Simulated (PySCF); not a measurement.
**Stretching NaTe⁻**

Set-up: PySCF, scalar-relativistic core potentials, basis sets Na def2-SVPD, Te def2-SVPD with ECP28. Energies in eV from Na + Te⁻ in their ground configurations at the same level. State: ¹Σ⁺ (singlet), closed shell.

```csv
R (Å),PBE,r²SCANh,M06-2X
2.349,-1.064,-0.982,-0.874
2.459,-1.345,-1.262,-1.147
2.568,-1.503,-1.415,-1.289
2.650,-1.563,-1.468,-1.333
2.732,-1.586,-1.483,-1.337
2.814,-1.579,-1.467,-1.310
2.923,-1.537,-1.411,-1.239
3.060,-1.448,-1.304,-1.110
3.224,-1.310,-1.142,-0.922
3.442,-1.104,-0.905,-0.648
```

Question: Put a parabola through the three lowest points of the PBE curve and estimate Re, k and ωe (reduced mass 19.53 u; 1 eV/Å² = 0.16022 mdyn/Å; ωe = 1302.8·√(k/μ) cm⁻¹).

Answer: Through R = 2.65, 2.732, 2.814 Å the second-order coefficient is 2.23 eV/Å², so Re ≈ 2.754 Å, k ≈ 0.715 mdyn/Å and ωe ≈ 249 cm⁻¹. A polynomial fit of higher order to the unrounded PBE energies gives Re = 2.751 Å, k = 0.645 mdyn/Å, ωe = 237 cm⁻¹; anharmonicity and rounding make the difference.

The higher-order fit for each curve: PBE: Re = 2.751 Å, ωe = 237 cm⁻¹, De = 1.59 eV; r²SCANh: Re = 2.727 Å, ωe = 252 cm⁻¹, De = 1.48 eV; M06-2X: Re = 2.699 Å, ωe = 266 cm⁻¹, De = 1.34 eV.

These are scalar-relativistic numbers at best; spin–orbit coupling would shift them, the dissociation energy most. For an ion De counts to the pair picked by the measured ionisation energies or electron affinities, which need not be the lowest pair at this level. The highest Kohn–Sham level is positive in this anion. Much of that is self-interaction error, but it also means that the finite basis helps to hold the extra electron.
